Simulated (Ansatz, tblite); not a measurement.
Removing and adding an electron: Cs₄Cl₄. The state is a singlet with charge 0. Geometry: PBE0-D4/def2-SVP. Ansatz, gas phase; energy differences of separate SCF runs; the oxidised species was run as a doublet alone; the reduced species was run as a doublet alone.

Cartesian coordinates in Å:
```
Cs 0.4863 -2.8684 0.1190
Cs -0.6067 0.7681 -2.7451
Cs -2.2526 0.6733 1.7187
Cs 2.3732 1.4269 0.9072
Cl -0.4653 2.7369 -0.1145
Cl -2.2657 -1.3604 -0.8656
Cl 0.5802 -0.7337 2.6193
Cl 2.1507 -0.6426 -1.6391
```

In the def2 sets Cs takes a core potential; there is no spin–orbit coupling. The xTB rows come from tblite. HOMO above LUMO, or a gap near zero within one spin, warns that the state may not be the lowest or that an electron is smeared out. The structure comes from a short search, and lower isomers may exist.

| level | −HOMO (eV) | vertical IE (eV) | −LUMO (eV) | vertical EA (eV) | HOMO–LUMO gap (eV) | IE − EA (eV) | remarks |
| --- | --- | --- | --- | --- | --- | --- | --- |
| GFN1-xTB | 11.85 | 13.09 | 9.45 | 7.88 | 2.40 | 5.21 | – |
| GFN2-xTB | 10.03 | 11.95 | 7.15 | 4.70 | 2.88 | 7.25 | – |
| PBE0-D4/def2-TZVP | 6.81 | 8.25 | 0.48 | – | 6.33 | – | – |
| PBE0-D4/def2-TZVPD | 6.81 | – | 0.47 | 0.03 | 6.33 | – | HOMO above zero (-1 doublet) |

(1) Estimate the rows for PBE-D4/def2-TZVP, PBE-D4/def2-TZVPD, r2SCAN-D4/def2-TZVP.

Answers

(1) 
```csv
level,−HOMO (eV),vertical IE (eV),−LUMO (eV),vertical EA (eV),HOMO–LUMO gap (eV),IE − EA (eV),remarks
PBE-D4/def2-TZVP,5.51,7.58,0.95,–,4.57,–,gap within one spin near zero (+1 doublet)
PBE-D4/def2-TZVPD,5.52,–,0.94,0.17,4.57,–,"HOMO above zero (-1 doublet), gap within one spin near zero (-1 doublet)"
r2SCAN-D4/def2-TZVP,5.79,7.83,0.35,–,5.44,–,gap within one spin near zero (+1 doublet)
```

   A HOMO above zero means that the electron is unbound at that level or that self-interaction error raises the level; the energy of removing that electron tells which. Raw xTB energy differences between charge states are shifted by several eV; the methods need an empirical correction for them.
